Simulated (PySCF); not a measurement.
A run for PySCF: R-MP2/6-31G* on ClH5OSi (a complex), monomers drawn apart or pushed together.

```python
from pyscf import gto, scf, dft, mp
from pyscf.data.elements import chemcore

mol = gto.M(
    atom='''
    Cl   -0.82228556    0.45499640   -0.43238706
    H    -0.72558065   -0.38573706    0.53624912
    O     0.27823406   -0.25223971    4.65519134
    Si    0.04300324    0.26644564    3.10739487
    H     1.01532717   -0.83823570    4.84222686
    H     1.26063433    0.88757478    2.53674158
    H    -1.06921149    1.23132127    3.15699263
    H    -0.33542445   -0.86859372    2.21725146
    ''',
    basis='6-31g*',
    cart=True,
    charge=0, spin=0, verbose=3, max_memory=1800)
mf = scf.RHF(mol)
mf.conv_tol = 1e-8
mf.max_cycle = 100
mf.kernel()
if not mf.converged:
    mf = mf.newton().run(mf.mo_coeff, mf.mo_occ)
pt = mp.MP2(mf, frozen=chemcore(mol)).run()
```

It printed:

```
converged SCF energy = -826.186066177668
E(RMP2) = -826.581821668669  E_corr = -0.395755491000377
E(SCS-RMP2) = -826.579446572349  E_corr = -0.393380394681257
```

Self-consistency was reached.

Cost: about 1.5 core-seconds (a rough figure).
